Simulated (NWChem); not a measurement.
boron oxyfluoride (BOF); SMILES O=BF

```xyz
3

F      0.0000     0.0000    -1.2080
B      0.0000     0.0000     0.0862
O      0.0000     0.0000     1.3052
```
Atoms are numbered in this order, from 1.

STO-3G and 3-21G are far too small for this property and stand as cheap habits. Geometry: optimised at PBE-D3(BJ)/def2-SVP.

Question: List the 4 lowest vertical singlet excitations from CAM-B3LYP/3-21G, TDA (NWChem).

Answer: 
```csv
state,energy (eV),oscillator strength,leading excitation (squared amplitude)
S1,8.56,0.052,HOMO → LUMO (0.99)
S2,8.56,0.052,HOMO−1 → LUMO (0.99)
S3,8.87,0.000,HOMO−1 → LUMO+1 (0.50)
S4,9.21,0.000,HOMO−1 → LUMO+2 (0.49)
```
